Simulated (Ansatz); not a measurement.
CH₃BF₂Si, relaxed with RKS PBE0-D4/def2-TZVP in the Gaussian-basis code of Ansatz from a PBE-D4/def2-SVP geometry. The force threshold is 0.005 eV/Å; the program also tests the step.

The species carries charge 0 and has multiplicity 1. The bonds changed during the relaxation, so this is another structure than the one it started from.

Start:

```xyz
8

F     1.864    0.973    1.600
C     0.972    0.245    0.918
B     0.090    0.812   -0.122
Si   -0.999   -0.540   -0.859
F    -0.926   -2.096   -0.348
H     1.012   -0.810    1.258
H     0.032    1.960   -0.504
H    -2.045   -0.544   -1.941
```

(1) By how much does the energy fall, and how many steps does the optimiser take? (Estimate.)

(2) Which bonds change most? (An estimate is asked.)

(3) Give the relaxed structure. (Estimate.)

Answers

(1) Ansatz gave: 1.49 kcal/mol, in 9 steps.

(2) Ansatz gave: Si4–F5 from 1.639 to 1.592 Å; B3–H7 from 1.212 to 1.191 Å; C2–B3 from 1.477 to 1.457 Å; C2–H6 from 1.109 to 1.090 Å.

(3) The calculation gave: 
```xyz
8

F     1.835    0.927    1.599
C     0.943    0.238    0.890
B     0.094    0.832   -0.135
Si   -0.974   -0.540   -0.837
F    -0.887   -2.046   -0.328
H     0.965   -0.806    1.202
H     0.044    1.964   -0.500
H    -2.019   -0.570   -1.892
```
